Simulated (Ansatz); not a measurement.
Mulliken charges of `[SiH2]O[SiH2]Cl` radical from B3LYP/def2-TZVPP in Ansatz (PBE0-D4/def2-TZVP geometry).

| atom | x (Å) | y (Å) | z (Å) | charge (e) |
| --- | --- | --- | --- | --- |
| Si1 | -0.246 | 1.404 | -1.129 | 0.278 |
| O2 | 0.217 | 0.504 | 0.169 | -0.360 |
| Si3 | -0.008 | -0.859 | 1.020 | 0.554 |
| Cl4 | -0.589 | -2.383 | -0.225 | -0.251 |
| H5 | -0.120 | 0.593 | -2.373 | -0.048 |
| H6 | 0.648 | 2.594 | -1.177 | -0.051 |
| H7 | -1.083 | -0.667 | 2.015 | -0.065 |
| H8 | 1.273 | -1.244 | 1.644 | -0.059 |

Task: By hand: the dipole of these point charges (1 e Å = 4.8032 D).

Result: Σ q r = (-0.035, 0.287, 0.193) e Å, of length 0.348 e Å = 1.67 D.

Task: How does the dipole of the full density compare? (An estimate is asked.)

Result: Computed: (0.020, 0.154, 0.102) e Å, 0.89 D; the point charges give 1.88 times that, at 12° from its direction.

Point charges leave out the atoms' own dipoles, such as those of lone pairs, and Mulliken's split depends on the basis, so the two needn't agree.

B3LYP here is the variant with VWN-RPA as its local correlation; programs differ in this.
